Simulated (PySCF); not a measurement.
# N (nitrogen, neutral): B3LYP calculation

Configuration: [He] 2s2 2p3, high-spin 4S determinant. Computed with PySCF 2.14 in 6-31G*, with no relativity, point nucleus.

```
Total energy                                     : -54.5829 hartree
One-electron energy                              : -73.9368 hartree
Hartree (Coulomb) energy                         : 26.1525 hartree
Exchange-correlation energy                      : -6.7986 hartree
Kinetic energy                                   : 54.28239 hartree
⟨S²⟩                                             : 3.7521
⟨L²⟩                                             : 0.000
Sum of ⟨r⟩                                       : 7.326 bohr
Sum of ⟨r²⟩                                      : 11.92 bohr²
Density at the nucleus (Gaussians lack the cusp) : 193 bohr⁻³
Spin density at the nucleus                      : 0.231 bohr⁻³
Langevin diamagnetic susceptibility              : -9.44 ×10⁻⁶ cm³/mol
Time after the integrals                         : 0.08 s of wall time on 1 thread of Neoverse-V1 (shared host)
```

```json
{"shell": "1s α", "electrons": "1", "mean orbital energy (eV)": "-393.04", "rms radius, mean of both spins (bohr)": "0.266"}
{"shell": "1s β", "electrons": "1", "mean orbital energy (eV)": "-391.51", "rms radius, mean of both spins (bohr)": "0.266"}
{"shell": "2s α", "electrons": "1", "mean orbital energy (eV)": "-21.884", "rms radius, mean of both spins (bohr)": "1.48"}
{"shell": "2s β", "electrons": "1", "mean orbital energy (eV)": "-16.541", "rms radius, mean of both spins (bohr)": "1.48"}
{"shell": "2p α", "electrons": "3", "mean orbital energy (eV)": "-9.476", "rms radius, mean of both spins (bohr)": "1.57"}
```
